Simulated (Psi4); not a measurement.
Two rigid molecules brought together: C4H12Ge ··· CH4O (SMILES C[C](C)(C)[GeH3] and CO), singlet. Monomers: optimised at B3LYP-D3(BJ) (def2-SVP and def2-TZVP), held rigid. Orientation: lowest of the rigid-body minima from ten starts at GFN2-xTB. Only R, the distance of the centres of mass, is varied, so the lowest point isn't the relaxed dimer.

PBE/def2-TZVP, counterpoise-corrected (Psi4); PBE-D3(BJ)/def2-TZVP, counterpoise-corrected (Psi4); SAPT0/jun-cc-pVDZ, frozen core (Psi4).

Interaction energies in kJ/mol; the last columns give the difference from SAPT0:

| R / Å | PBE/def2-TZVP | PBE-D3(BJ)/def2-TZVP | SAPT0/jun-cc-pVDZ | PBE/def2-TZVP − SAPT0/jun-cc-pVDZ | PBE-D3(BJ)/def2-TZVP − SAPT0/jun-cc-pVDZ |
|---|---|---|---|---|---|
| 3.92 | 39.18 | 31.56 | 34.16 | 5.02 | -2.60 |
| 4.11 | 18.20 | 11.40 | 13.46 | 4.74 | -2.05 |
| 4.34 | 5.55 | -0.28 | 1.33 | 4.23 | -1.61 |
| 4.54 | 0.66 | -4.38 | -2.98 | 3.63 | -1.40 |
| 4.76 | -1.48 | -5.69 | -4.40 | 2.92 | -1.29 |
| 5.02 | -2.00 | -5.34 | -4.14 | 2.15 | -1.20 |
| 5.36 | -1.57 | -3.96 | -2.93 | 1.37 | -1.03 |
| 5.81 | -0.75 | -2.24 | -1.52 | 0.77 | -0.72 |
| 6.53 | 0.01 | -0.69 | -0.38 | 0.40 | -0.30 |
| 7.51 | 0.27 | 0.00 | 0.07 | 0.19 | -0.08 |
| 8.86 | 0.21 | 0.12 | 0.16 | 0.05 | -0.04 |

PBE/def2-TZVP is furthest from SAPT0/jun-cc-pVDZ at 3.92 (5.02 kJ/mol, above); its mean absolute difference over the points is 2.32 kJ/mol.

PBE-D3(BJ)/def2-TZVP is furthest from SAPT0/jun-cc-pVDZ at 3.92 (-2.60 kJ/mol, below); its mean absolute difference over the points is 1.12 kJ/mol.
